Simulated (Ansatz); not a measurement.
The molecule YS, multiplicity 2 (lowest of 2S+1 = 2, 4, 6 at CCSD(T)/def2-TZVPP on PBE0 minima; our sources give no spin for the ground state, which may be another). No spin–orbit coupling.

Seven points along R, fitted to fifth degree in 1/R; most abundant isotopes. Runs in def2 and cc sets follow the lowest solution found near the PBE0 minimum.

Codes used: Ansatz (a quantum-chemistry and plane-wave program). Values without a source in brackets are computed. In def2 rows elements past Kr take small-core potentials, without spin–orbit coupling.

Energies at PBE0/def2-TZVPP:

| R (Å) | E (hartree) |
|---|---|
| 2.106073 | -436.37082180 |
| 2.162688 | -436.37849591 |
| 2.214774 | -436.38221423 |
| 2.273653 | -436.38325142 |
| 2.332533 | -436.38155934 |
| 2.400471 | -436.37693463 |
| 2.479732 | -436.36880807 |

Question: With a reduced mass of 23.5155 u, find the minimum, the force constant and the constants.

Answer: A fifth-degree polynomial in 1/R puts the minimum at r_e = 2.2645 Å with force constant 354 N/m. Then ω_e = (1/2πc)√(k/μ) = 505 cm⁻¹ and B_e = h/(8π²cμr_e²) = 0.1398 cm⁻¹; the cubic and quartic terms give α_e = 0.00042 and ω_e x_e = 1.1 cm⁻¹.
